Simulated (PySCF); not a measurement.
PySCF 2.14 output of an unrestricted r2SCAN calculation on a single atom or ion in ANO-RCC-VTZP (6s5p3d2f1g, 59 functions), with scalar relativity by spin-free X2C-1e:

```
SCF conv_tol = 1e-09
number electrons alpha = 15  beta = 14
    J. W. Furness, A. D. Kaplan, J. Ning, J. P. Perdew, and J. Sun.,  J. Phys. Chem. Lett. 11, 8208-8215 (2020)
    J. W. Furness, A. D. Kaplan, J. Ning, J. P. Perdew, and J. Sun.,  J. Phys. Chem. Lett. 11, 9248-9248 (2020)
    J. W. Furness, A. D. Kaplan, J. Ning, J. P. Perdew, and J. Sun.,  J. Phys. Chem. Lett. 11, 8208-8215 (2020)
    J. W. Furness, A. D. Kaplan, J. Ning, J. P. Perdew, and J. Sun.,  J. Phys. Chem. Lett. 11, 9248-9248 (2020)
cycle= 1 E= -1795.25450998865  delta_E= -0.0154  |g|= 0.145  |ddm|= 0.157
cycle= 2 E= -1795.25036928476  delta_E= 0.00414  |g|= 0.238  |ddm|= 0.0925
cycle= 3 E= -1795.25749972065  delta_E= -0.00713  |g|= 0.00539  |ddm|= 0.0514
cycle= 4 E= -1795.25750578716  delta_E= -6.07e-06  |g|= 0.000691  |ddm|= 0.00217
cycle= 5 E= -1795.25750592686  delta_E= -1.4e-07  |g|= 5.49e-05  |ddm|= 0.000578
cycle= 6 E= -1795.25750592754  delta_E= -6.77e-10  |g|= 5.41e-06  |ddm|= 3.17e-05
converged SCF energy = -1795.25750592754  <S^2> = 0.75089536  2S+1 = 2.0008952
```

The run itself started from symmetry-adapted Hartree-Fock orbitals and held the occupation by maximum overlap, on a logarithmic radial grid, so the iterations belong to that start.

Problem. Which element, charge and spin multiplicity is this?

Solution. Zn⁺ (zinc, charge +1), multiplicity 2; the state was [Ar] 3d9 4s2, 2D determinant (an excited configuration).
